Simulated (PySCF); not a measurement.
## Electron correlation in Zn⁺ (zinc, charge +1)

[Ar] 3d10 4s1, 2S determinant. All numbers are calculated (PySCF 2.14, the spin-free X2C one-electron Hamiltonian (Gaussian nucleus), in x2c-TZVPall). Frozen: [Ar]; 11 electrons correlated.

MP2 pair energies summed by pair of shells (mhartree):

| pair | energy | share (%) |
| --- | --- | --- |
| 3d-3d | -349.91 | 94.6 |
| 3d-4s | -20.00 | 5.4 |

Total MP2 correlation energy: -369.92 mhartree.

Same-spin part -138.34 and opposite-spin part -231.58 mhartree; SCS-MP2 scales them by 1/3 and 6/5 to -324.00 mhartree.

```csv
level,correlation energy (mhartree)
CCSD,-335.34
(T),-6.27
CCSD(T),-341.61
```

Diagnostics: T1 = 0.011, D1 = 0.0251, largest double amplitude 0.018.

Cost of the coupled-cluster step: 1.7 s of wall time on 1 thread of Neoverse-V2 (shared host), for 11 correlated electrons.
